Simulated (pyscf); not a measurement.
H₃C–O–RuH(=O)(=O)=O, singlet

Gas-phase minimum from PySCF at ωB97X-D3(BJ)/def2-SVP, one conformer. H₃C–O–RuH(=O)(=O)=O lies 83.7 kcal/mol over its isomer H₃C–O–Ru(=O)(=O)–OH [singlet] (electronic energy, ωB97M-D3(BJ)). 

```
O
C 1 1.4069
H 2 1.1013 1 107.88
H 2 1.1076 3 109.74 1 120.63
H 2 1.1076 3 109.76 4 118.75
Ru 1 1.9203 2 114.05 3 179.85
O 6 1.6607 1 92.81 2 -58.44
O 6 1.6609 7 116.35 4 -68.23
O 6 1.6873 7 105.41 4 175.49
H 6 1.5851 7 120.18 4 91.88
```

Properties at ωB97X-D3(BJ)/def2-SVP:

```json
{
 "harmonic_wavenumbers_unscaled": "47, 221, 228, 310, 334, 341, 390, 392, 594, 675, 905, 1012, 1031, 1039, 1111, 1152, 1170, 1446, 1452, 1472, 2175, 3007, 3091, 3155 cm⁻¹",
 "zero_point_energy": "38.2 kcal/mol",
 "rotational_symmetry_number": "1",
 "Entropy of this conformer at 298 K and 1 atm, rigid rotor and harmonic oscillator, modes under 100 cm⁻¹ raised to 100": "348.0 J/(mol K)",
 "dipole_moment": "1.92 D"
}
```

Single-point totals, which compare only within one level:

```
level                   total energy (hartree)
----------------------  ----------------------
ωB97X-D3(BJ)/def2-TZVP              -436.38002
PBE/def2-TZVP                       -436.08404
r²SCAN/def2-TZVP                    -436.26791
B3LYP-D3(BJ)/def2-TZVP              -436.38564
PBE0-D3(BJ)/def2-TZVP               -435.95001
M06-2X/def2-TZVP                    -435.99437
ωB97M-D3(BJ)/def2-TZVP              -436.32641
```

The lowest mode is so soft that the shape along it may change with the basis. Soft torsions are taken as harmonic, which can shift the entropy by several J/(mol K). Elements past Kr carry the def2 core potentials, without spin-orbit coupling.
